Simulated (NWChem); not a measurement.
Species: CH4OZn; SMILES [Zn]([OH])[CH3]

```xyz
7

Zn     0.0170     0.0441     0.0070
C     -0.0037    -1.8834    -0.0094
H      0.9469    -2.2899    -0.3887
H     -0.8116    -2.2589    -0.6572
H     -0.1659    -2.2897     1.0011
O     -0.0836     1.8182    -0.0273
H      0.6902     2.2937     0.2877
```
Atoms are numbered in this order, from 1.

Geometry: optimised at PBE0/def2-SVP.

Question: Give the principal values of the shielding tensors (ppm) of Zn1, C2, O6 from Hartree-Fock/6-31G* (spherical d), GIAO (NWChem), with their diamagnetic and paramagnetic parts as GIAO splits them.

Answer: 
| atom | σ11 | σ22 | σ33 | isotropic | diamagnetic | paramagnetic |
|---|---|---|---|---|---|---|
| Zn1 | 1611.6 | 1619.5 | 2523.3 | 1918.1 | 2515.4 | -597.3 |
| C2 | 211.7 | 221.8 | 223.0 | 218.9 | 248.6 | -29.8 |
| O6 | 313.0 | 326.7 | 367.4 | 335.7 | 391.0 | -55.4 |
